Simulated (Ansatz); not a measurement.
Born–Oppenheimer molecular dynamics of AlBrH4 (6 atoms, charge 0, multiplicity 1). It starts at the highest image of a converged band, a first-order saddle point between two minima.

All numbers below come from Ansatz 0.2.0, RKS B3LYP/def2-SVP.

- ensemble: NVE (velocity Verlet)
- time step: 0.5 fs
- steps asked: 200
- starting velocities drawn for: 100 K
- seed: 7179

First frame:

```xyz
6
Properties=species:S:1:pos:R:3
Al 0.007 -0.015 0.043
H 0.013 0.167 1.667
H 1.404 0.153 -0.670
H -1.407 0.074 -0.652
Br 0.087 -2.635 1.070
H 0.052 -1.276 1.747
```

Problem. How far do the bonds stretch over the last three quarters of this one trajectory? (Pairs bonded in most of those frames.)

Solution. 
| bond | mean (Å) | spread (Å) | shortest | longest |
| --- | --- | --- | --- | --- |
| Al1–H3 | 1.582 | 0.020 | 1.55 | 1.61 |
| Al1–H4 | 1.580 | 0.006 | 1.57 | 1.59 |
| Al1–Br5 | 2.333 | 0.218 | 2.03 | 2.71 |
| H2–H6 | 0.784 | 0.050 | 0.73 | 1.02 |

Pairs bonded in part of these frames only: Al1–H2 11 %, Al1–H6 12 %, Br5–H6 6 %.

Mean temperature of the second half: 2076 K. The conserved energy stayed within 0.14 meV per atom of its start (net change -0.02 meV per atom), so the integration is sound. The kinetic energy rose, since the run started high on the potential surface and went downhill. It ends in pieces (AlBrH2 + H2), so much of that is their flight and rotation, not heat. A run of 0.1 ps of so small a system gives no equilibrium averages. The orbitals stay closed-shell, which can raise the energy where a bond breaks towards radicals; this wasn't checked here.

Run time: 5.1 min on 1 thread of Intel(R) Xeon(R) Platinum 8488C (Sapphire Rapids) (shared host), peak memory 0.15 GiB.
